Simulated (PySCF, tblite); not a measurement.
Isomers of C9H13F. Calculated harmonic vibrations of the isolated species, GFN2-xTB (tblite), most abundant isotopes, no scaling. Against measured fundamentals such values can be off by several per cent, at times by over 20. One conformer each.

Electronic energies: PBE0/pcSseg-1 single points on the GFN2-xTB geometries (PySCF, gas phase).

```csv
SMILES,"electronic energy, lowest = 0 (kcal/mol)"
C=CCC1=C(F)[C@@H]1CCC,62.9
C#CC/C(C)=C(\C)CCF,45.9
C/C1=C/C[C@H](F)/C=C\CC1,12.8
C=CC[C@@H]1C[C@H]1/C=C/CF,34.7
CC[C@@H]1C[C@@H]2C=C[C@@]1(F)C2,0.0
```

**Question.** How do GFN2-xTB zero-point energies change the relative energies?

**Answer.** 
| SMILES | ZPE (kcal/mol) | of it from modes above 1550 cm⁻¹ | electronic (kcal/mol) | with ZPE, lowest = 0 (kcal/mol) | lowest mode (cm⁻¹) | rings |
| --- | --- | --- | --- | --- | --- | --- |
| CC[C@@H]1C[C@@H]2C=C[C@@]1(F)C2 | 124.3 | 58.6 | 0.0 | 0.0 | 99 | 2 |
| C/C1=C/C[C@H](F)/C=C\CC1 | 123.0 | 60.7 | 12.8 | 11.5 | 97 | 1 |
| C=CC[C@@H]1C[C@H]1/C=C/CF | 120.8 | 61.3 | 34.7 | 31.2 | 30 | 1 |
| C#CC/C(C)=C(\C)CCF | 120.0 | 62.0 | 45.9 | 41.6 | 38 | 0 |
| C=CCC1=C(F)[C@@H]1CCC | 120.8 | 61.3 | 62.9 | 59.3 | 12i | 1 |

The zero-point energies span 4.3 kcal/mol, from `C#CC/C(C)=C(\C)CCF` to `CC[C@@H]1C[C@@H]2C=C[C@@]1(F)C2`. Slightly imaginary modes are left out of the zero-point energy: `C=CCC1=C(F)[C@@H]1CCC` 11.5i cm⁻¹. The order is unchanged.

**Question.** And how do the electronic energies of GFN2-xTB itself compare?

**Answer.** `CC[C@@H]1C[C@@H]2C=C[C@@]1(F)C2` 0.0; `C/C1=C/C[C@H](F)/C=C\CC1` 20.3; `C=CC[C@@H]1C[C@H]1/C=C/CF` 45.6; `C#CC/C(C)=C(\C)CCF` 49.9; `C=CCC1=C(F)[C@@H]1CCC` 71.7 kcal/mol, lowest = 0. Against the energies above, taken from the same isomer `CC[C@@H]1C[C@@H]2C=C[C@@]1(F)C2`, the largest difference is 10.9 kcal/mol.

**Question.** What do entropy and thermal enthalpy add at 298.15 K and 1 bar (rigid rotor, harmonic oscillator, one conformer each)?

**Answer.** 
| SMILES | point group | symmetry number | S (cal/(mol K)) | H − H(0) (kcal/mol) | ZPE + H − H(0) − TS (kcal/mol) |
| --- | --- | --- | --- | --- | --- |
| CC[C@@H]1C[C@@H]2C=C[C@@]1(F)C2 | C1 | 1 | 91.3 | 6.19 | 103.3 |
| C/C1=C/C[C@H](F)/C=C\CC1 | C1 | 1 | 96.0 | 6.81 | 101.2 |
| C=CC[C@@H]1C[C@H]1/C=C/CF | C1 | 1 | 107.4 | 7.68 | 96.5 |
| C#CC/C(C)=C(\C)CCF | C1 | 1 | 112.2 | 8.46 | 95.1 |

Not tabulated: `C=CCC1=C(F)[C@@H]1CCC` (lowest mode only 12i cm⁻¹).
